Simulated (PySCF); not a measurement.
# Reading the logs of faulty runs: B2ClGeH4

These are calculations, not measurements. The program is PySCF 2.14.0, an open-source quantum chemistry code, run on an isolated molecule that a program drew, which may never have been made. The molecule is B2ClGeH4 (charge 0, doublet), drawn as the SMILES string `[BH][GeH2][BH]Cl`.

Each row is a Hartree-Fock (HF) and frozen-core CCSD(T) single point in the cc-pV(D+d)Z basis, meant for a local HF minimum. Run 1 is clean. Each other run has one planted mistake out of seven kinds, and not every kind appears here: one electron removed, one electron added, multiplicity raised by two, geometry at a saddle point, minimal basis STO-3G, one bond length entered in bohr, all coordinates scaled. The reference is restricted for singlets and unrestricted otherwise, and also for a bond in bohr. Adding or removing an electron swaps singlet and doublet. Electrons count all cores. HOMO and LUMO are orbital energies over both spins, the gradient is its largest component, and the lowest frequency (negative if imaginary) is given only where the gradient is small. Bond lengths are over the 7 bonds as drawn. T1 is the CCSD diagnostic: over 0.02 (restricted) or 0.045 (unrestricted) a single reference is doubtful. Germanium has the cc-pVDZ-PP basis, with a core potential (ECP10MDF) in place of its 10 inner electrons, and its 3s, 3p and 3d shells are frozen in CCSD(T).

Geometry of the clean run:
```xyz
8
B2ClGeH4, angstrom
B     0.8440   -1.0772   -1.2136
Ge    1.2702    0.7549   -0.3286
B     0.2179    1.0067    1.4579
Cl    0.9540    0.6026    3.0095
H    -0.1309   -1.7705   -1.2113
H     2.7784    0.9180   -0.1129
H     0.8126    1.8135   -1.3483
H    -0.9171    1.3764    1.4981
```

```
run,electrons,basis functions,<S^2>,HOMO (eV),LUMO (eV),gradient (hartree/bohr),lowest frequency (cm^-1),mean bond (Å),longest bond (Å),T1,HF (hartree),CCSD(T) (hartree),mistake
1,63,94,0.760,-8.85,0.94,4.3e-05,34,1.6277,2.089,0.0170,-804.51849,-804.96021,no fault
2,64,94,0.000,-0.49,6.19,2.9e-02,-,1.6277,2.089,0.0440,-804.48586,-804.98008,one electron added
3,62,94,0.000,-15.41,-6.39,3.6e-02,-,1.6277,2.089,0.0259,-804.23669,-804.67586,one electron removed
4,63,94,1.487,-8.91,0.80,1.6e-02,-,1.8932,3.947,0.0514,-804.43814,-804.86944,?
```

**Which mistake was planted in run 4, and what did it cost?**

The mean bond changes by a factor of 1.163 and the longest by 1.889, so the molecule wasn't scaled as a whole. A length L in bohr read as angstrom grows by (1/0.5292 - 1) L = 0.890 L. The 7 bonds together grew by 7 x 0.2655 = 1.859 Å, which gives L = 2.089 Å. That is the length of one of the B-Ge bonds, 2.089 Å in the clean geometry. So the mistake is: one bond length entered in bohr. Subtracting run 1 and multiplying by 627.51 kcal/mol a hartree, the energy moved by 50.4 kcal/mol in HF and 57.0 kcal/mol in CCSD(T).

Cautions from the logs. Run 2: T1 is over the limit, so its CCSD(T) energy is less reliable; run 3: T1 is over the limit, so its CCSD(T) energy is less reliable; run 4: T1 is over the limit, so its CCSD(T) energy is less reliable.
